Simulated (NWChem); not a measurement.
The numbers come from NWChem runs, not from measurements. System: C2H6Cd, charge 0, spin multiplicity 1, displaced from the optimised geometry. The structure started from a generated list of species. Level: PBE0/def2-SVP with def2 effective core potentials on Cd.

Job file:

```
start mol
memory heap 200 mb stack 900 mb global 1100 mb
geometry units angstroms nocenter noautoz noautosym
  Cd     0.001596    -0.000618     0.001818
  C      1.650901     0.258305    -1.365742
  H      2.385239    -0.587385    -1.280652
  H      2.200998     1.215478    -1.158452
  H      1.286397     0.293136    -2.427765
  C     -1.658003    -0.255559     1.357660
  H     -2.226798    -1.195581     1.123853
  H     -2.372688     0.607770     1.281526
  H     -1.307162    -0.320237     2.422719
end
basis spherical
  * library def2-svp
end
ecp
  Cd library def2-ecp
end
dft
  xc pbe0
  iterations 100
  direct
end
task dft gradient
```

NWChem printed:

```
             Northwest Computational Chemistry Package (NWChem) 7.3.0
             --------------------------------------------------------

                                NWChem Input Module
                                -------------------

 Scaling coordinates for geometry "geometry" by  1.889725989
 (inverse scale =  0.529177249)

                             Geometry "geometry" -> ""
                             -------------------------

 Output coordinates in angstroms (scale by  1.889725989 to convert to a.u.)

  No.       Tag          Charge          X              Y              Z
 ---- ---------------- ---------- -------------- -------------- --------------
    1 Cd                  48.0000     0.00159600    -0.00061800     0.00181800
    2 C                    6.0000     1.65090100     0.25830500    -1.36574200
    3 H                    1.0000     2.38523900    -0.58738500    -1.28065200
    4 H                    1.0000     2.20099800     1.21547800    -1.15845200
    5 H                    1.0000     1.28639700     0.29313600    -2.42776500
    6 C                    6.0000    -1.65800300    -0.25555900     1.35766000
    7 H                    1.0000    -2.22679800    -1.19558100     1.12385300
    8 H                    1.0000    -2.37268800     0.60777000     1.28152600
    9 H                    1.0000    -1.30716200    -0.32023700     2.42271900

 Effective nuclear repulsion energy (a.u.)     224.2660433577

            Nuclear Dipole moment (a.u.)
            ----------------------------
        X                 Y               Z
 ---------------- ---------------- ----------------
    -0.0000340151    -0.0000132281     0.0000018897


 Summary of "ao basis" -> "" (spherical)
 ------------------------------------------------------------------------------
       Tag                 Description            Shells   Functions and Types
 ---------------- ------------------------------  ------  ---------------------
 *                          def2-svp                  on all atoms

                                 NWChem DFT Module
                                 -----------------

 Summary of "ao basis" -> "ao basis" (spherical)
 ------------------------------------------------------------------------------
       Tag                 Description            Shells   Functions and Types
 ---------------- ------------------------------  ------  ---------------------
 Cd                         def2-svp                11       31   5s3p2d1f
 C                          def2-svp                 6       14   3s2p1d
 H                          def2-svp                 3        5   2s1p

 Summary of "ao basis" -> "ao basis" (spherical)
 ------------------------------------------------------------------------------
       Tag                 Description            Shells   Functions and Types
 ---------------- ------------------------------  ------  ---------------------
 Cd                         def2-svp                11       31   5s3p2d1f
 C                          def2-svp                 6       14   3s2p1d
 H                          def2-svp                 3        5   2s1p

            General Information
            -------------------
          SCF calculation type: DFT
          Wavefunction type:  closed shell.
          No. of atoms     :     9
          No. of electrons :    38
           Alpha electrons :    19
            Beta electrons :    19
          Charge           :     0
          Spin multiplicity:     1
[...]
    10      0.234845  1 Cd py                 7     -0.213512  1 Cd py
    52     -0.171691  4 H  s                 76      0.171783  7 H  s
    12      0.131674  1 Cd px                81     -0.110956  8 H  s
    47      0.108700  3 H  s                 51     -0.089958  4 H  s

 Vector   22  Occ=0.000000D+00  E= 9.837907D-03
              MO Center= -3.8D-02,  1.5D-02, -4.3D-02, r^2= 6.8D+00
   Bfn.  Coefficient  Atom+Function         Bfn.  Coefficient  Atom+Function
  ----- ------------  ---------------      ----- ------------  ---------------
     5      1.198686  1 Cd s                 34     -0.871875  2 C  s
    63     -0.871856  6 C  s                 18      0.227264  1 Cd d  1
    86      0.206583  9 H  s                 47      0.205291  3 H  s
    52      0.203086  4 H  s                 67     -0.201694  6 C  px
    38      0.200297  2 C  px                76      0.200444  7 H  s

 center of mass
 --------------
 x =   0.00081767 y =  -0.00031711 z =   0.00093230

 moments of inertia (a.u.)
 ------------------
         241.815791856389         -48.272423525398         255.839197545440
         -48.272423525398         545.166436378965          39.732807055855
         255.839197545440          39.732807055855         342.088974600273

     Multipole analysis of the density
     ---------------------------------

     L   x y z        total         alpha         beta         nuclear
     -   - - -        -----         -----         ----         -------
     0   0 0 0     -0.000000    -19.000000    -19.000000     38.000000

     1   1 0 0      0.001181      0.042832      0.042832     -0.084482
     1   0 1 0     -0.000447     -0.016567     -0.016567      0.032687
     1   0 0 1      0.001321      0.048757      0.048757     -0.096193

     2   2 0 0    -28.588612   -116.662907   -116.662907    204.737202
     2   1 1 0     -0.479226    -15.222143    -15.222143     29.965059
     2   1 0 1      2.539616     80.675672     80.675672   -158.811728
     2   0 2 0    -25.577396    -21.005513    -21.005513     16.433629
     2   0 1 1      0.394338     12.529116     12.529116    -24.663894
     2   0 0 2    -27.593255    -85.043043    -85.043043    142.492832

            General Information
            -------------------
          SCF calculation type: DFT
          Wavefunction type:  closed shell.
          No. of atoms     :     9
          No. of electrons :    38
           Alpha electrons :    19
            Beta electrons :    19
          Charge           :     0
          Spin multiplicity:     1
          Use of symmetry is: off; symmetry adaption is: off
          Maximum number of iterations: 100
          This is a Direct SCF calculation.
          AO basis - number of functions:    89
                     number of shells:    41
          Convergence on energy requested:  1.00D-06
          Convergence on density requested:  1.00D-05
          Convergence on gradient requested:  5.00D-04

              XC Information
              --------------
                         PBE0 Method XC Functional
                     Hartree-Fock (Exact) Exchange  0.250
          PerdewBurkeErnzerhof Exchange Functional  0.750
            Perdew 1991 LDA Correlation Functional  1.000 local
           PerdewBurkeErnz. Correlation Functional  1.000 non-local

             Grid Information
             ----------------
          Grid used for XC integration:  medium
          Radial quadrature: Mura-Knowles
          Angular quadrature: Lebedev.
          Tag              B.-S. Rad. Rad. Pts. Rad. Cut. Ang. Pts.
          ---              ---------- --------- --------- ---------
          Cd                  1.55      123           9.0       590
          C                   0.70       49          12.0       434
          H                   0.35       45          13.0       434
          Grid pruning is: on
          Number of quadrature shells:   491
          Spatial weights used:  Erf1

          Convergence Information
          -----------------------
          Convergence aids based upon iterative change in
          total energy or number of iterations.
          Levelshifting, if invoked, occurs when the
          HOMO/LUMO gap drops below (HL_TOL):  1.00D-02
          DIIS, if invoked, will attempt to extrapolate
          using up to (NFOCK): 10 stored Fock matrices.

                    Damping( 0%)  Levelshifting(0.5)       DIIS
                  --------------- ------------------- ---------------
          dE  on:    start            ASAP                start
          dE off:    2 iters        100 iters           100 iters

      Screening Tolerance Information
      -------------------------------
          Density screening/tol_rho:  1.00D-10
          AO Gaussian exp screening on grid/accAOfunc:  14
          CD Gaussian exp screening on grid/accCDfunc:  20
          XC Gaussian exp screening on grid/accXCfunc:  20
          Schwarz screening/accCoul:  1.00D-08

                            NWChem DFT Gradient Module
                            --------------------------

  charge          =   0.00
  wavefunction    = closed shell

                         DFT ENERGY GRADIENTS

    atom               coordinates                        gradient
                 x          y          z           x          y          z
   1 Cd      0.003016  -0.001168   0.003436    0.000077  -0.000027   0.000080
   2 C       3.119751   0.488126  -2.580878   -0.004215  -0.000702   0.003641
   3 H       4.507448  -1.109997  -2.420081    0.009070  -0.010220   0.000874
   4 H       4.159283   2.296920  -2.189157    0.006809   0.011636   0.002379
   5 H       2.430938   0.553947  -4.587811   -0.004375   0.000437  -0.012965
   6 C      -3.133171  -0.482936   2.565605    0.004384   0.000633  -0.003437
   7 H      -4.208038  -2.259320   2.123774   -0.007024  -0.011420  -0.002757
   8 H      -4.483730   1.148519   2.421733   -0.008771   0.010472  -0.000869
   9 H      -2.470178  -0.605160   4.578275    0.004045  -0.000810   0.013053

                 ----------------------------------------
                 |  Time  |  1-e(secs)   |  2-e(secs)   |
                 ----------------------------------------
                 |  CPU   |       0.03   |       1.22   |
                 ----------------------------------------
                 |  WALL  |       0.03   |       1.22   |
                 ----------------------------------------

 Task  times  cpu:        7.4s     wall:        7.4s

 Total times  cpu:        7.4s     wall:        7.4s
```
